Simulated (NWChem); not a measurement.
System: C4H4ClF; SMILES ClC(F)=C=CC

Input file for NWChem:

```
start job
memory heap 200 mb stack 900 mb global 1100 mb
geometry units angstroms noautosym nocenter noautoz
  C      0.344038    -2.936043     0.502293
  C      0.072565    -1.892608    -0.535148
  C     -0.177464    -0.626130    -0.303128
  C     -0.409654     0.638133    -0.071722
  F     -1.619164     1.149106     0.117505
  Cl     0.822185     1.842787     0.017523
  H     -0.396500    -3.749185     0.429601
  H      0.313506    -2.520467     1.517944
  H      1.333387    -3.392340     0.335024
  H      0.085782    -2.228526    -1.583170
end
basis spherical
  * library pcsseg-1
end
dft
  xc pbe0
  iterations 150
end
property
  shielding
end
task dft property
```

Coordinates come from a PBE0/def2-SVP optimisation.

GIAO values for the isolated, static molecule; σ is the absolute isotropic shielding, δ = σ(reference) − σ with the isolated reference molecule computed at the same levels (13C: tetramethylsilane, 19F: trichlorofluoromethane, 1H: tetramethylsilane).

Atoms are numbered as in the input.

Problem. Give the results of this calculation. (PBE0/pcSseg-1, GIAO.) Quantities: δ C1 (ppm); δ C2 (ppm); δ C3 (ppm); δ C4 (ppm); δ F5 (ppm); σ Cl6 (ppm); δ H7 (rotor mean) (ppm).

Solution. 
```
Quantity                 Result
-----------------------  ------
δ C1 (ppm)                 20.6
δ C2 (ppm)                116.4
δ C3 (ppm)                202.8
δ C4 (ppm)                144.2
δ F5 (ppm)                -99.4
σ Cl6 (ppm)               687.8
δ H7 (rotor mean) (ppm)    1.98
```
